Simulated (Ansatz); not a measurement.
Ag, charge -2, doublet (a state made from the parent by changing its charge; the spin is typed, not shown lowest) (core potentials on Ag) (a gas-phase anion, which may not be bound at this level); Ansatz (a program for electronic structure) with PBE0/def2-TZVP.

Ansatz was given this input:
Ansatz 0.2 input:
```yaml
crystal:
  periodic: [false, false, false]
  atoms:
    - {symbol: Ag, position_ang: [0.00000000, 0.00000000, 0.00000000]}
basis:
  gaussian:
    orbitals: def2-TZVP
hamiltonian:
  xc: pbe0
total_charge: -2
magnetization: {spin_polarized: true, initial_magnetization: 1}
```

Predict the main parts of the log of this Ansatz run.


```
Functional definition: PBE0
266 factors; integrals over basis functions are off by at most 2.7e-4 eV
mean field evaluation 1: about -3674.1679 eV, gradient 2.2e2 eV
mean field evaluation 2: about -3754.4903 eV, gradient 2.6e2 eV
mean field evaluation 4: about -3990.1464 eV, gradient 3.6e1 eV
mean field evaluation 8: about -3994.2664 eV, gradient 1.3e-1 eV
mean field evaluation 16: about -3994.5532 eV, gradient 4.7e-4 eV
mean field evaluation 32: about -3940.7804 eV, gradient 8.7e-1 eV
mean field evaluation 64: about -3994.5532 eV, gradient 1.9e-5 eV
mean field -3994.55319578 eV, -146.7971223395 hartree, gradient 7.3e-6 eV, S^2 0.753268; 5 other end points of the search recorded, 0 dependent functions left out
reference -3994.55321057 eV, -146.7971228831 hartree; 11, 10 occupied and 29, 30 virtual orbitals, 266 factors
Total energy: -3994.55321057 eV, -146.7971228831 hartree
```
